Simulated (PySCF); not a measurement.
**EPR parameters of C2H4F3Si**

Compound: C2H4F3Si (doublet state).
Atom-mapped SMILES: `[F:1][C:2]([F:3])([F:4])[CH:5][SiH3:6]` (hydrogens: H7 on C5; H8, H9, H10 on Si6)

Geometry (GFN2-xTB, Å), atoms numbered from 1 in this order:
```
atom  x, y, z in Å
F1    -2.1659    0.8604    0.7541
C2    -1.3746    0.0597    0.0041
F3    -2.0862   -0.1847   -1.1246
F4    -1.3096   -1.1133    0.6556
C5    -0.0580    0.6440   -0.2701
Si6    1.4978   -0.3046    0.0924
H7    -0.1007    1.6323   -0.6948
H8     1.3718   -1.6502   -0.4684
H9     1.6484   -0.3918    1.5487
H10    2.5859    0.4529   -0.5194
```

The hyperfine couplings belong to this conformer and change with its torsions.

Theory: UKS B3LYP, pcH-1 on C F H Si, non-relativistic, mean-field spin-orbit, GIAO (PySCF). Isolated species at its GFN2-xTB geometry, gas phase. Couplings are sensitive to structure, and on GFN2-xTB geometries they can be far from those on DFT ones. The SCF solution wasn't tested for stability.

* g1, g2, g3: 2.00206, 2.00228, 2.00283
* g_iso: 2.00239
* Form of g: rhombic: the two nearest values differ by 28 % of g3 − g1
* ⟨S²⟩: 0.7535 (exact 0.7500)
* α and β electrons: 29, 28
* HOMO–LUMO gap, α and β orbitals: 7.86, 6.30 eV
* Total energy: -667.61856 Eh

Hyperfine couplings atom by atom, in MHz; T1 to T3 are the principal values of the dipolar part:

```json
{"atom": "F1", "isotope": "19F", "a_iso": "89.3", "of which spin–orbit": "0.2", "T1": "-61.4", "T2": "-58.4", "T3": "119.7", "Mulliken spin population": "0.02"}
{"atom": "C2", "isotope": "13C", "a_iso": "-36.7", "of which spin–orbit": "0.0", "T1": "-3.1", "T2": "1.0", "T3": "2.1", "Mulliken spin population": "-0.04"}
{"atom": "F3", "isotope": "19F", "a_iso": "120.6", "of which spin–orbit": "0.3", "T1": "-77.7", "T2": "-73.8", "T3": "151.6", "Mulliken spin population": "0.03"}
{"atom": "F4", "isotope": "19F", "a_iso": "-4.8", "of which spin–orbit": "0.1", "T1": "-16.0", "T2": "-8.2", "T3": "24.2", "Mulliken spin population": "0.00"}
{"atom": "C5", "isotope": "13C", "a_iso": "82.3", "of which spin–orbit": "-0.1", "T1": "-78.1", "T2": "-77.2", "T3": "155.3", "Mulliken spin population": "1.01"}
{"atom": "Si6", "isotope": "29Si", "a_iso": "45.7", "of which spin–orbit": "-0.1", "T1": "-2.8", "T2": "0.4", "T3": "2.4", "Mulliken spin population": "-0.05"}
{"atom": "H7", "isotope": "1H", "a_iso": "-59.2", "of which spin–orbit": "0.0", "T1": "-36.9", "T2": "-1.6", "T3": "38.5", "Mulliken spin population": "-0.04"}
{"atom": "H8", "isotope": "1H", "a_iso": "56.6", "of which spin–orbit": "0.0", "T1": "-3.3", "T2": "-2.0", "T3": "5.3", "Mulliken spin population": "0.03"}
{"atom": "H9", "isotope": "1H", "a_iso": "84.5", "of which spin–orbit": "0.0", "T1": "-3.6", "T2": "-1.6", "T3": "5.1", "Mulliken spin population": "0.04"}
{"atom": "H10", "isotope": "1H", "a_iso": "1.0", "of which spin–orbit": "0.0", "T1": "-3.3", "T2": "-2.8", "T3": "6.1", "Mulliken spin population": "0.00"}
```

The largest Mulliken spin population is on C5 (+1.01). The angles at C5 add up to 360.0°, so it is planar; its axial dipolar tensor and the negative coupling of its proton fit spin in a p orbital normal to that plane.

Axes: g3 points within 5° of the C2–C5 bond.

Under fast tumbling the dipolar parts average out, and these isotropic splittings remain: 3 × 19F (F1/F3/F4, I = 1/2, 4 lines) with 2.44 mT, 1 × 1H (H7, I = 1/2, 2 lines) with 2.11 mT and 3 × 1H (H8/H9/H10, I = 1/2, 4 lines) with 1.69 mT.

Class means assume fast exchange of nuclei equivalent by connectivity; if that motion is slow, each nucleus keeps its own coupling. The three 19F nuclei of mean +68.4 MHz run from -4.8 to 120.6 MHz in the frozen geometry. The three 1H nuclei of mean +47.4 MHz run from 1.0 to 84.5 MHz in the frozen geometry.

The 13C coupling of C5 (82.3 MHz) shows only in satellite lines or after enrichment, since that isotope makes up about 1.07 % of natural carbon.

The 29Si coupling of Si6 (45.7 MHz) shows only in satellite lines or after enrichment, since that isotope makes up about 4.7 % of natural silicon.

Examples of negative spin density at the nucleus (bohr⁻³): Si6 (-0.0515), C2 (-0.0326) and H7 (-0.0132).
